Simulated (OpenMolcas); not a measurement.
**neutral oxygen: effect of the IPEA shift**

```
Program             : OpenMolcas
Basis               : ANO-RCC-VQZP [5s4p3d2f1g]
Scalar Hamiltonian  : DKH2, point nucleus
Active space        : 6 electrons in 8 orbitals (2s 2p 3s 3p)
State averaging     : 2S+1 = 3 even, 3 roots; 2S+1 = 1 even, 6 roots
Spin-orbit coupling : RASSI with atomic mean-field integrals over the reference wave functions, term energies averaged over their components
```

Methods on the same reference wave functions:
A. CASSCF
B. SS-CASPT2, IPEA 0 Eh, imaginary shift 0.1 Eh (closed shells correlated: 1s)
C. SS-CASPT2, IPEA 0.25 Eh, imaginary shift 0.1 Eh (closed shells correlated: 1s)

Energies in cm-1 above 2s2 2p4 3P2, the measured ground level; measured values from NIST Handbook of Basic Atomic Spectroscopic Data.

```
      Level      A      B      C  Measured
2s2 2p4 3P2    0.0    0.0    0.0       0.0
2s2 2p4 3P1    142    142    142       158
2s2 2p4 3P0    212    212    212       227
2s2 2p4 1D2  17538  16190  16090     15868
2s2 2p4 1S0  30339  33730  33570     33793
```

Deviations, from unrounded energies. A percentage is the sum of absolute deviations over the sum of measured energies, with the sign that they share, or ± where signs differ.

```
                        Against measurement  Levels      A     B     C
             mean absolute deviation (cm-1)       4   1300   100   120
      fine structure of the ground term (%)       2   -8.2  -8.1  -8.1
other terms of the ground configuration (%)       2  ±10.3  ±0.8  ±0.9
```

B lies closest to measurement on these levels and A furthest from it. The largest miss of B in the table is 2s2 2p4 1D2, by +320 cm-1. The ranking rests on the paired levels alone, and a cruder setting can come out closer through cancelling errors.

Between B and C the level of the table that moves most is 2s2 2p4 1S0, by 160 cm-1 (lowest in C, highest in B). Moves below CASPT2's spread within the term are not significant.

The mean deviations of B to C differ by less than CASPT2's widest spread within a term (19 cm-1), so their order carries little weight.

From A to B the spin-free energies of the other terms of 2s2 2p4 shown, above 3P, scale by factors of 0.92 to 1.11.

The lowest spin-free term lies below A's lowest term by 0.120 hartree in B, 0.118 hartree in C.

CASPT2 does not keep the components of a term degenerate, so their means are used; among the terms shown or strongly mixed into the levels shown the widest spread is 19 cm-1 (2s2 2p4 1D, C). Active for correlation alone: 3p 3s; no level in the range computed is led by a configuration that fills them, so any true level of that kind is missing. Without dynamic correlation excited terms often stand tens of per cent too high (terms of higher spin than the ground term too low), and those without a measured partner can miss by more than the paired ones (holds for A). Measured partners are found by configuration, term and J. A level has none where our copy of the source lacks it or the pairing is in doubt (some pairs that miss far off the trend of their configuration count as doubtful), and it then counts in no deviation. Levels of configurations outside the active space are missing.
